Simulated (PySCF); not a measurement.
**A ladder of Hamiltonians for Hf⁶⁰⁺ (hafnium, charge +60)**

Occupied: 1s1/2, 2s1/2, 2p1/2, 2p3/2, 3s1/2. Hartree-Fock calculated with PySCF 2.14 in an uncontracted even-tempered set (16 s from 8.3 bohr⁻², ratio 2.7; 14 p from 9.9 bohr⁻², ratio 2.7), Gaussian nucleus throughout. NR is non-relativistic, sf-X2C the spin-free one-electron X2C Hamiltonian, X2C adds the bare one-electron spin-orbit term, X2C-SNSO screens it by Boettger's factors, DC is four-component Dirac-Coulomb, and the Gaunt and Breit terms are added at first order (total energies over the DC spinors, levels after relaxing the spinors in that mean field). QED terms are absent. Levels marked empty are virtual spinors of this ion; the basis has s and p functions only, so 3d, which can lie below the n = 4 levels, is absent.

| Hamiltonian | E (hartree) |
| --- | --- |
| NR | -10203.2978 |
| sf-X2C | -10889.0179 |
| X2C | -10902.4034 |
| X2C-SNSO | -10901.6171 |
| DC | -10906.6334 |
| DC+Gaunt | -10893.1753 |
| DC+Breit | -10894.3583 |

```csv
level (eV),NR,sf-X2C,X2C,X2C-SNSO,DC,DC+Gaunt,DC+Breit
1s1/2,-65606.2,-70692.3,-70678.0,-70678.9,-70760.5,-70542.0,-70556.6
2s1/2,-14632.0,-16082.4,-16078.9,-16079.1,-16090.6,-16066.7,-16068.4
2p1/2,-14245.2,-14726.6,-15633.4,-15603.9,-15611.4,-15570.0,-15574.1
2p3/2,-14245.2,-14726.6,-14360.2,-14369.9,-14377.9,-14350.1,-14354.2
3s1/2,-6091.1,-6546.0,-6545.4,-6545.5,-6548.2,-6541.8,-6542.6
3p1/2 (empty),-5865.8,-6057.1,-6294.2,-6286.6,-6288.5,-6277.9,-6279.4
3p3/2 (empty),-5865.8,-6057.1,-5960.1,-5962.6,-5964.3,-5957.3,-5958.7
4s1/2 (empty),-3270.9,-3451.8,-3451.6,-3451.6,-3452.6,-3450.3,-3450.6
```

Problem. How large are the two-electron picture-change error of X2C and the Breit correction in the total energy?

Solution. X2C-1e lies 4.2300 hartree above Dirac-Coulomb; Gaunt adds 13.4581 and the full Breit term 12.2751 hartree.

```csv
interval (eV),X2C,X2C-SNSO,DC,DC+Gaunt,DC+Breit
2p3/2 − 2p1/2,1273,1234,1234,1220,1220
3p3/2 − 3p1/2,334.1,323.9,324.2,320.7,320.6
```

Weight of the small component: 1s1/2 0.0734, 2s1/2 0.0171, 2p1/2 0.0170, 2p3/2 0.0155, 3s1/2 0.00663, 3p1/2 0.00654, 3p3/2 0.00616, 4s1/2 0.00319.

Koopmans' value for the highest occupied level at DC+Breit: 6542.6 eV, against an ionisation energy of 6545 ± 10 eV (theoretical estimate listed by NIST; NIST Atomic Spectra Database, ionization energies); the former lacks relaxation, correlation, QED and recoil.

The whole ladder took 140 s of wall time on 1 thread of Intel(R) Xeon(R) Platinum 8259CL CPU @ 2.50GHz (shared host), launched as `OMP_NUM_THREADS=1 python relrun2.py TASK.json OUT` (a driver that calls PySCF for each Hamiltonian).
